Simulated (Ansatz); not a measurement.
`N[SiH](F)P` + H–F → `N[SiH](F)F` + PH₃ at 600 K and 1 bar (cleavage of the Si–P bond).

Computed with Ansatz on PBE0-D4/def2-TZVP structures; ΔE is electronic, products minus reactants. CCSD(T)/CBS is the MP2 limit (def2-TZVPP, def2-QZVPP) plus CCSD(T) − MP2 in def2-TZVPP, frozen cores. This one scheme is used for every species. Each species was taken in one conformer, which may not be the lowest.

```json
{"species": "`N[SiH](F)P`", "CCSD(T)/CBS energy (Eh)": "-787.62490", "H − E (kJ/mol)": "205.3", "S (J/(mol·K))": "418.8"}
{"species": "H–F", "CCSD(T)/CBS energy (Eh)": "-100.39570", "H − E (kJ/mol)": "42.3", "S (J/(mol·K))": "194.0"}
{"species": "`N[SiH](F)F`", "CCSD(T)/CBS energy (Eh)": "-545.34917", "H − E (kJ/mol)": "153.9", "S (J/(mol·K))": "375.0"}
{"species": "PH₃", "CCSD(T)/CBS energy (Eh)": "-342.72256", "H − E (kJ/mol)": "86.3", "S (J/(mol·K))": "240.2"}
```

H − E and S are ideal-gas, rigid-rotor, harmonic terms from PBE0-D4/def2-TZVP, for one conformer and one mirror image of each species. 1 Eh = 2625.50 kJ/mol, R = 8.31446 J/(mol·K).

Problem. By hand: ΔE, ΔH, ΔS and ΔG.

Solution. ΔE = (-545.34917) + (-342.72256) − (-787.62490) − (-100.39570) = -0.05113 Eh = -134.2 kJ/mol. Δ(H − E) = 153.9 + 86.3 − 205.3 − 42.3 = -7.4, so ΔH = -141.6 kJ/mol. ΔS = 375.0 + 240.2 − 418.8 − 194.0 = 2.4 J/(mol·K). ΔG = -141.6 − 600 × (2.4)/1000 = -143.0 kJ/mol.

Problem. By hand: the equilibrium constant, and the temperature at which ΔG would vanish if ΔH and ΔS stayed fixed.

Solution. log₁₀ K = −ΔG/(RT ln 10) = 12.4. ΔH and −TΔS have one sign here, so there is no such temperature. One of them is within its doubt of zero, so this could turn.

The number of gas molecules stays the same, so ΔS is small and ΔH decides. A doubt of 5 kJ/mol in ΔE shifts log₁₀ K by 0.4 here. Other conformers and mirror images would add mixing entropy, several J/(mol·K) or more a flexible species. These are equilibria of isolated gas molecules and say nothing of rates. Largest T1 diagnostic: 0.013 (customary marks: 0.02 for closed shells, 0.045 for open ones).
